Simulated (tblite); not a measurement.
C3H10AlNO2Si2.
Numbering: `[SiH3:1][N:2]([SiH3:3])[Al@@H-:4]1[O:5][CH:6]=[CH:7][CH:8]=[O+:9]1` (hydrogens: H10, H11, H12 on Si1; H13, H14, H15 on Si3; H16 on Al4; H17 on C6; H18 on C7; H19 on C8)
Bond orders are those of one Lewis drawing.

Computed with GFN2-xTB (tblite), gas phase: L-BFGS steps from a force-field or distance-geometry start until the largest atomic force falls under 0.01 eV/Å.

Step 21: E = -741.6190 eV
```
atom  x, y, z in Å  |  force x, y, z in eV/Å
Si1    -2.8041    0.6023   -0.2070   -0.018   0.048  -0.024
N2     -1.2062    0.2129   -0.7743   -0.074  -0.097  -0.026
Si3    -0.8633   -1.3958   -1.3354   -0.002   0.002  -0.041
Al4     0.0794    1.3857   -0.1807    0.020  -0.056   0.074
O5      1.7265    1.0374   -0.8345   -0.027  -0.002   0.084
C6      2.6084    0.2633   -0.3398   -0.042   0.050  -0.039
C7      2.5128   -0.3742    0.8810   -0.035  -0.005   0.023
C8      1.3984   -0.1709    1.6898    0.015  -0.003   0.034
O9      0.4588    0.6264    1.4277    0.019   0.067  -0.007
H10    -2.9001    2.0611   -0.2012   -0.006   0.018   0.019
H11    -3.0367    0.0628    1.1416   -0.011   0.010  -0.037
H12    -3.7755    0.0077   -1.1299    0.010   0.015   0.005
H13    -1.9606   -1.8622   -2.1860   -0.006   0.026   0.018
H14    -0.6783   -2.3495   -0.2227   -0.017   0.018  -0.010
H15     0.3846   -1.3263   -2.1067    0.050  -0.023  -0.021
H16    -0.0813    2.8763    0.0203   -0.064   0.028  -0.078
H17     3.5085    0.1048   -0.9398    0.083   0.000  -0.094
H18     3.2961   -1.0300    1.2119    0.061  -0.042  -0.003
H19     1.3227   -0.7227    2.6313    0.044  -0.053   0.125
```

Step 22: E = -741.6223 eV
```
atom  x, y, z in Å  |  force x, y, z in eV/Å
Si1    -2.8064    0.6053   -0.2073    0.010   0.049  -0.046
N2     -1.2067    0.2068   -0.7665   -0.079  -0.120  -0.055
Si3    -0.8592   -1.3991   -1.3389   -0.065   0.031  -0.034
Al4     0.0738    1.3849   -0.1781    0.107  -0.090   0.097
O5      1.7268    1.0405   -0.8326   -0.055  -0.020   0.098
C6      2.6073    0.2633   -0.3399   -0.063   0.084  -0.031
C7      2.5123   -0.3745    0.8811   -0.042  -0.002   0.020
C8      1.4009   -0.1708    1.6946    0.051  -0.005   0.006
O9      0.4641    0.6306    1.4349   -0.012   0.066  -0.013
H10    -2.8972    2.0662   -0.2005   -0.004  -0.016   0.012
H11    -3.0445    0.0663    1.1388   -0.015   0.005  -0.007
H12    -3.7756    0.0090   -1.1310    0.006   0.024  -0.004
H13    -1.9648   -1.8608   -2.1864    0.042   0.040   0.034
H14    -0.6794   -2.3552   -0.2274   -0.007   0.015  -0.015
H15     0.3904   -1.3282   -2.1100    0.020  -0.021  -0.007
H16    -0.0859    2.8754    0.0105   -0.070   0.048  -0.068
H17     3.5076    0.1055   -0.9400    0.076  -0.004  -0.093
H18     3.2966   -1.0296    1.2088    0.076  -0.065   0.009
H19     1.3301   -0.7265    2.6354    0.024  -0.019   0.098
```

Step 23: E = -741.6256 eV
```
atom  x, y, z in Å  |  force x, y, z in eV/Å
Si1    -2.8089    0.6094   -0.2082    0.034   0.030  -0.054
N2     -1.2084    0.1980   -0.7580   -0.050  -0.090  -0.063
Si3    -0.8554   -1.4030   -1.3435   -0.099   0.043  -0.020
Al4     0.0694    1.3822   -0.1731    0.131  -0.096   0.101
O5      1.7257    1.0444   -0.8293   -0.057  -0.041   0.097
C6      2.6056    0.2644   -0.3403   -0.054   0.083  -0.004
C7      2.5114   -0.3749    0.8813   -0.015  -0.006   0.004
C8      1.4043   -0.1704    1.7006    0.063   0.004  -0.015
O9      0.4701    0.6365    1.4439   -0.008   0.023   0.005
H10    -2.8935    2.0719   -0.1995   -0.001  -0.040   0.004
H11    -3.0546    0.0707    1.1356   -0.016   0.005   0.015
H12    -3.7757    0.0113   -1.1325   -0.001   0.033  -0.016
H13    -1.9689   -1.8583   -2.1865    0.072   0.043   0.031
H14    -0.6808   -2.3624   -0.2338    0.006   0.012  -0.020
H15     0.3973   -1.3308   -2.1138   -0.023  -0.017   0.013
H16    -0.0926    2.8753   -0.0026   -0.071   0.035  -0.059
H17     3.5075    0.1062   -0.9412    0.028   0.005  -0.070
H18     3.2981   -1.0300    1.2049    0.060  -0.063   0.008
H19     1.3394   -0.7311    2.6415    0.000   0.037   0.043
```

**Question.** Estimate the geometry and energy of step 24. (The exact step hangs on the optimiser's Hessian estimate; all steps are aligned on step 23, rigid shifts and turns removed.)

**Answer.** E = -741.6283 eV, largest force 0.135 eV/Å
```
atom  x, y, z in Å  |  force x, y, z in eV/Å
Si1    -2.8104    0.6131   -0.2099    0.039  -0.002  -0.042
N2     -1.2104    0.1903   -0.7528    0.002  -0.017  -0.045
Si3    -0.8537   -1.4055   -1.3476   -0.084   0.033  -0.001
Al4     0.0678    1.3781   -0.1671    0.082  -0.068   0.083
O5      1.7236    1.0471   -0.8252   -0.047  -0.042   0.075
C6      2.6040    0.2662   -0.3406   -0.005   0.038   0.027
C7      2.5110   -0.3757    0.8813    0.024  -0.013  -0.005
C8      1.4078   -0.1700    1.7057    0.072   0.000  -0.019
O9      0.4751    0.6411    1.4517    0.004  -0.016   0.026
H10    -2.8910    2.0759   -0.1984    0.003  -0.046  -0.004
H11    -3.0625    0.0743    1.1329   -0.015   0.009   0.019
H12    -3.7760    0.0136   -1.1338   -0.006   0.039  -0.027
H13    -1.9710   -1.8557   -2.1860    0.066   0.032   0.005
H14    -0.6820   -2.3671   -0.2392    0.014   0.007  -0.023
H15     0.4025   -1.3335   -2.1166   -0.060  -0.013   0.030
H16    -0.0997    2.8755   -0.0145   -0.063  -0.006  -0.050
H17     3.5075    0.1068   -0.9430   -0.033   0.023  -0.039
H18     3.3003   -1.0313    1.2018    0.024  -0.041  -0.003
H19     1.3473   -0.7341    2.6471   -0.015   0.083  -0.007
```

The energy changes by -0.0026 eV. The first-order estimate −F·Δx gives -0.0037 eV and the mean of the old and new forces, exact on a quadratic surface, -0.0026 eV. The step makes an angle of 70° with the force vector and moves no atom by more than 0.014 Å.

The cost below is that of the whole relaxation. Hardware: one thread of an Intel Xeon Platinum 8559C, shared host with 96 logical CPUs at a one-minute load of 12. Cost: 1.8 s wall.
